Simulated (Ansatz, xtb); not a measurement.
Relative energy of two isomers of C2H10BNSi

Structure I: `B[Si](C)(C)N`, a singlet. Structure II: `B[C@@H](N)[SiH2]C`, a singlet. Both are isolated molecules in the gas phase, relaxed with B3LYP/def2-SVP; the shapes shown needn't be the lowest conformers.

I (Å):

```xyz
15

C     1.4226    0.9646   -0.9746
C    -1.1332    2.5011   -1.6969
B    -1.0763    0.4778    0.8903
N    -1.1313   -0.4083   -2.0163
Si   -0.4834    0.8654   -1.0020
H    -1.2818    1.3493    1.7034
H    -1.1921   -0.6583    1.2908
H     1.8081    1.1519   -1.9922
H     1.7813    1.7832   -0.3272
H     1.8760    0.0258   -0.6156
H    -0.7860    2.6578   -2.7329
H    -0.7782    3.3544   -1.0959
H    -2.2346    2.5227   -1.7057
H    -1.0359   -1.3729   -1.7105
H    -1.0313   -0.3538   -3.0269
```

II (Å):

```xyz
15

C     0.6563   -0.0274   -0.7256
C    -2.3676   -0.2741    0.5559
B    -0.0641   -0.0273   -2.0677
N     1.8685    0.7474   -0.5456
Si   -0.8121    0.7689    0.3305
H     0.1156    0.8663   -2.8648
H    -0.9056   -0.8624   -2.2996
H     0.7422   -1.0307   -0.2690
H     2.0263    1.0525    0.4138
H     1.8990    1.5625   -1.1550
H    -1.1423    2.1224   -0.2094
H    -0.1526    0.9800    1.6574
H    -2.1141   -1.2945    0.8864
H    -2.9404   -0.3521   -0.3809
H    -3.0197    0.1762    1.3223
```

Quicker runs give these differences E(II) − E(I): GFN2-xTB +5.5 kcal/mol; HF/STO-3G +20.2 kcal/mol (at GFN2-xTB geometries); r2SCAN-D4/def2-SVP +15.6 kcal/mol (at GFN2-xTB geometries).

Task: Estimate E(II) − E(I) at the level CCSD(T)/def2-SVP + ΔMP2/def2-TZVPP.

Result: Calculated at CCSD(T)/def2-SVP + ΔMP2/def2-TZVPP: E(II) − E(I) = +21.5 kcal/mol, so structure I lies lower.

The same difference at several levels:

```tsv
level	geometry	E(II) − E(I) (kcal/mol)	departure from the last row (kcal/mol)	job, with rough time for the two
GFN2-xTB	GFN2-xTB	+5.5	−16.0	optimisation, 0.24 s
HF/STO-3G	GFN2-xTB	+20.2	−1.4	single point, 0.34 s
r2SCAN-D4/def2-SVP	GFN2-xTB	+15.6	−5.9	single point, 2.5 s
B3LYP/def2-SVP	B3LYP/def2-SVP	+16.6	−5.0	optimisation, 51 s
HF/def2-SVP	B3LYP/def2-SVP	+22.9	+1.4	part of the CCSD(T) run
MP2/def2-SVP	B3LYP/def2-SVP	+17.9	−3.6	part of the CCSD(T) run
CCSD(T)/def2-SVP	B3LYP/def2-SVP	+17.3	−4.2	single point
CCSD(T)/def2-SVP + ΔMP2/def2-TZVPP	B3LYP/def2-SVP	+21.5		single point, 27 s
```

As drawn, II has 1 C–B, 1 C–N, 2 Si–H in place of 1 B–Si, 1 N–Si, 2 C–H.

None of the levels shown reverses the order. The largest departure from CCSD(T)/def2-SVP + ΔMP2/def2-TZVPP is that of GFN2-xTB, 16.0 kcal/mol. The last row adds to CCSD(T) the change of the MP2 difference between the two basis sets, here +4.2 kcal/mol, a large step that makes the value less sure.

With thermal terms from frequencies at re-optimised GFN2-xTB minima (ideal gas, soft modes damped towards free rotors, one conformer each, 298.15 K, 1 atm): on the last row, ΔE + ΔZPE = +20.0, ΔH = +19.2, ΔG = +21.0 kcal/mol.

The correlated steps freeze 9 core orbitals. Mirror images aren't counted in ΔG. Run with Ansatz 0.2.0, xtb 6.7.1; the last row on 2 threads of Intel(R) Xeon(R) 6975P-C (Granite Rapids) on a shared host.
